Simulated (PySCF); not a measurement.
Isomers of BH8NSi2. Method: PBE0-D3(BJ)/def2-SVP geometry optimisation, gas phase (PySCF). One conformer each; no zero-point energy, no entropy. No frequencies were run at this level. Point groups hold within 0.08 Å.

Question: Order them by energy at this level, lowest first, and give relative energies in kJ/mol.
A. `[NH2:1][SiH2:2][BH:3][SiH3:4]` with H–N1–Si2–B3 169° and -52°, N1–Si2–B3–Si4 4°
B. `[BH2:1][Si@@H:2]([NH2:3])[SiH3:4]` with H–B1–Si2–N3 -9° and 176°, B1–Si2–N3–H 172° and -48°
C. `[BH2:1][SiH2:2][NH:3][SiH3:4]` with H–B1–Si2–N3 -176° and 5°, B1–Si2–N3–Si4 -38°
D. `BN([SiH3])[SiH3]`

Answer: D (0.0), C (154.2), B (187.1), A (197.7).

As drawn, the lowest has a B–N bond, which the highest lacks; the highest has an N–H bond, which the lowest lacks.

| SMILES | E (Eh) | E rel (kJ/mol) | dipole (D) | point group | A, B, C (MHz) |
| --- | --- | --- | --- | --- | --- |
| BN([SiH3])[SiH3] | -662.85355 | 0.0 | 0.95 | – | 6475, 3090, 2199 |
| B[SiH2]N[SiH3] | -662.79480 | 154.2 | 0.63 | C1 | 8048, 2306, 1898 |
| B[Si@@H](N)[SiH3] | -662.78229 | 187.1 | 1.64 | C1 | 5107, 2901, 2109 |
| N[SiH2]B[SiH3] | -662.77823 | 197.7 | 1.10 | – | 7671, 2068, 1698 |
